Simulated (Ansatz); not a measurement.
Energy needed to pull apart SbNH$_{4}$ (SMILES [NH2][SbH2]), singlet, into free ground-state atoms, from the structure below (at a frame of a short PBE0-D4/def2-SVP trajectory); no zero-point or spin–orbit terms; open-shell atoms are treated unrestricted, in their ground-state multiplicity.

```json
{"atom": "N1", "x (Å)": "-0.2588", "y (Å)": "-0.9830", "z (Å)": "0.0061"}
{"atom": "Sb2", "x (Å)": "0.7484", "y (Å)": "0.9002", "z (Å)": "0.0313"}
{"atom": "H3", "x (Å)": "0.3611", "y (Å)": "-1.6260", "z (Å)": "-0.5010"}
{"atom": "H4", "x (Å)": "-0.2424", "y (Å)": "-1.3675", "z (Å)": "0.9479"}
{"atom": "H5", "x (Å)": "-0.1877", "y (Å)": "1.5380", "z (Å)": "-1.2113"}
{"atom": "H6", "x (Å)": "-0.2629", "y (Å)": "1.5899", "z (Å)": "1.1851"}
```

Computed with Ansatz 0.2.0 (basis: def2-TZVPP); correlated methods freeze the cores. Filled d shells of the heavier atoms are correlated. Core potentials replace the inner electrons of the atoms past krypton. The def2 sets are not built for correlating such inner shells, so the correlated values are less sure here.

```json
{"method": "PBE-D4", "atomization energy (kcal/mol)": "?"}
{"method": "r2SCAN-D4", "atomization energy (kcal/mol)": "366.5"}
{"method": "PBE0-D4", "atomization energy (kcal/mol)": "365.8"}
{"method": "wB97M-V", "atomization energy (kcal/mol)": "371.5"}
{"method": "HF", "atomization energy (kcal/mol)": "223.9"}
{"method": "MP2", "atomization energy (kcal/mol)": "?"}
{"method": "CCSD", "atomization energy (kcal/mol)": "351.3"}
{"method": "CCSD(T)", "atomization energy (kcal/mol)": "358.3"}
```

Task: What does PBE-D4 give? (To be estimated.)

Result: By the calculation: 378.2 kcal/mol, which is about 19.9 kcal/mol more than CCSD(T)/def2-TZVPP.

Task: What does MP2 give? (An estimate is asked for; the value comes from the calculation.)

Result: The calculation gives: 350.7 kcal/mol, which is about 7.6 kcal/mol less than CCSD(T)/def2-TZVPP.

In triple zeta the MP2 and coupled-cluster atomization energies are still short of their basis limit by a few kcal/mol a bond, whereas those of the functionals are nearly converged, so these differences are not deviations from converged CCSD(T).

No T1 diagnostic of these runs exceeds 0.014.

For scale, one of the runs: CCSD(T)/def2-TZVPP forces, 137 basis functions, launched by `ansatz run in.yaml --threads 2 --pin off --events-out ev --progress --plain --max-ram 3481MiB`. Time: 96 s of wall clock on 2 CPU threads of an Arm Neoverse V2; the host was shared. Peak host memory: 1.4 GiB.
